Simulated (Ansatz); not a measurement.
Complex (SMILES): F (HF) with Cl (HCl), atoms 1 to 2 the first; geometry from B3LYP-D3(BJ)/def2-TZVP, monomers rigid:
```xyz
4

F     -0.1993     0.2587    -0.2561
H     -0.6953    -0.4360     0.1164
Cl    -1.4096    -2.1732     1.4289
H     -0.3348    -2.0986     2.1286
```

Interaction energy at wB97M-V with Ansatz (a quantum-chemistry and plane-wave program), kcal/mol, without and with the counterpoise correction (monomers among the partner's ghost functions). Cartesian d functions, on some or all atoms, in 6-31G*; all else is spherical. The program fits the integrals of some runs and decomposes those of others, by size. The functional holds VV10 correlation; no added dispersion term, no relativity. Reference, counterpoise-corrected: the value in aug-cc-pV(5+d)Z, -3.09.

| basis | functions | uncorrected | counterpoise | counterpoise correction | mean of both |
|---|---|---|---|---|---|
| def2-SV(P) | 36 | -5.56 | -3.65 | 1.92 | -4.60 |
| 6-31G* | 38 | -2.95 | -2.31 | 0.64 | -2.63 |
| def2-TZVPP | 101 | -3.50 | -3.11 | 0.38 | -3.30 |
| 6-311++G(3df,3pd) | 122 | -3.32 | -2.99 | 0.34 | -3.16 |
| aug-pcseg-2 | 142 | -3.19 | -3.10 | 0.09 | -3.14 |
| cc-pV(Q+d)Z | 179 | -3.29 | -2.99 | 0.30 | -3.14 |
| def2-QZVP | 187 | -3.22 | -3.07 | 0.15 | -3.14 |
| pcseg-3 | 190 | -3.12 | -3.09 | 0.04 | -3.10 |

The corrected value lies nearer the reference in 7 of 8 rows.
